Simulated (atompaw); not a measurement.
# An all-electron radial function and its pseudo partner (As (Z = 33))

Columns: radius, all-electron u(r) and pseudo u(r) of the 3d shell (level -40.64 eV) of arsenic in the configuration [Ar] 3d10 4s2 4p3; PBEsol, scalar-relativistic, PAW (atompaw) scheme, atompaw 4.2.0.5.

```
r (bohr)  all-electron  pseudo
   0.079        0.1145  0.0017
   0.158        0.4473  0.0133
   0.237        0.7905  0.0429
   0.315        1.0321  0.0942
   0.394        1.1636  0.1690
   0.473        1.2025  0.2623
   0.552        1.1784  0.3659
   0.631        1.1164  0.4685
   0.710        1.0343  0.5582
   0.788        0.9450  0.6238
   0.867        0.8531  0.6600
   0.946        0.7641  0.6634
   1.025        0.6804  0.6373
   1.104        0.6032  0.5896
   1.183        0.5331  0.5305
   1.262        0.4699  0.4698
   1.340        0.4141  0.4141
   1.419        0.3638  0.3638
   1.498        0.3193  0.3193
   1.577        0.2799  0.2799
   1.656        0.2452  0.2452
   1.735        0.2146  0.2146
   1.813        0.1881  0.1881
   1.892        0.1644  0.1644
   1.971        0.1437  0.1437
   2.050        0.1255  0.1255
```

Task: How many radial nodes do the two functions have?

Result: The all-electron 3d function has n − l − 1 = 0; the pseudo-wave has 0.

Task: At about which radius was the pseudo-wave matched?

Result: 1.35 bohr. The columns agree to 0.0005 from 1.26 bohr on; several derivatives are matched, so the curves merge somewhat inside the radius.

Task: Where does each function peak?

Result: Outermost all-electron maximum near 0.47 bohr, pseudo maximum near 0.95 bohr (to the table’s step).

Task: Is the pseudo-wave norm-conserving?

Result: No, it belongs to a PAW set: the norm inside the radius is not constrained, and the difference is carried by the augmentation charge.
